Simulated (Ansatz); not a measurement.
Reaction (formal exchange of groups at a B–O bond): `NB(O)[SiH2]Cl` + CH₄ → `CB(N)[SiH2]Cl` + H₂O

Computed with Ansatz on PBE0-D4/def2-TZVP structures; ΔE is electronic, products minus reactants. CBS: MP2 limit from def2 TZ/QZ plus the TZ coupled-cluster correction, frozen cores. This one scheme is used for every species. Functionals use def2-TZVPP. B3LYP here is the variant with VWN-RPA as its local correlation; programs differ in this. One conformer a species, not always the lowest.

`NB(O)[SiH2]Cl`:

Z-matrix (Å, degrees):
```
Si
Cl 1 2.076
B 1 2.031 2 108.8
H 1 1.488 2 107.0 3 122.8
H 1 1.488 2 107.0 3 -122.8
O 3 1.374 1 123.7 2 180.0
N 3 1.394 1 118.1 2 -0.0
H 6 0.957 3 114.9 1 -0.0
H 7 1.005 3 122.5 1 0.0
H 7 1.007 3 122.6 1 180.0
```

CH₄:

```xyz
5

C     0.000    0.000    0.000
H    -0.177    0.349    1.017
H     0.327    0.835   -0.619
H    -0.922   -0.415   -0.407
H     0.771   -0.769    0.009
```

`CB(N)[SiH2]Cl`:

Cartesian coordinates in Å:
```
C -0.707 1.029 -1.024
B 0.172 -0.058 -0.312
N 1.258 -0.645 -0.954
Si -0.231 -0.650 1.581
Cl -0.270 1.016 2.821
H -1.748 0.697 -1.100
H -0.735 1.948 -0.429
H -0.361 1.286 -2.030
H 1.857 -1.333 -0.530
H 1.529 -0.404 -1.895
H -1.557 -1.310 1.728
H 0.793 -1.576 2.146
```

H₂O:

```xyz
3

O     0.318    0.206   -0.090
H     0.281   -0.672    0.295
H    -0.599    0.466   -0.205
```

```csv
level,ΔE (kJ/mol),difference from CCSD(T)/CBS
PBE-D4,114.1,2.5
r2SCAN-D4,121.5,9.9
PBE0-D4,113.9,2.3
B3LYP-D4,120.5,8.9
ωB97X-V,118.2,6.6
ωB97M-V,118.1,6.5
B2PLYP,122.0,10.4
PBE,116.5,4.9
r2SCAN,122.4,10.8
PBE0,116.1,4.5
B3LYP,124.0,12.4
HF/def2-TZVPP,128.5,16.9
MP2/def2-TZVPP,115.4,3.8
SCS-MP2/def2-TZVPP,117.8,6.2
CCSD/def2-TZVPP,116.0,4.4
CCSD(T)/def2-TZVPP,115.3,3.7
HF/def2-QZVPP,128.1,16.5
MP2/def2-QZVPP,113.1,1.5
SCS-MP2/def2-QZVPP,115.7,4.1
HF/CBS(def2),128.0,16.4
MP2/CBS(def2),111.7,0.1
CCSD/CBS(def2),112.3,0.7
CCSD(T)/CBS,111.6,0
```

Largest T1 diagnostic among the species: 0.012.

The D4 term adds −3.5 kJ/mol with B3LYP and −2.2 kJ/mol with PBE0; it sums over pairs of atoms, weighted by their polarisabilities, and B3LYP, whose exchange is more repulsive, gets the larger term. In def2-TZVPP, CCSD(T) changes the Hartree–Fock value by −13.2 kJ/mol (the triples alone add −0.7 kJ/mol) and MP2 by −13.1 kJ/mol.

CCSD(T)/CBS has its own doubt, a few kJ/mol and more with outer-core shells, so smaller differences from it don't rank the levels.
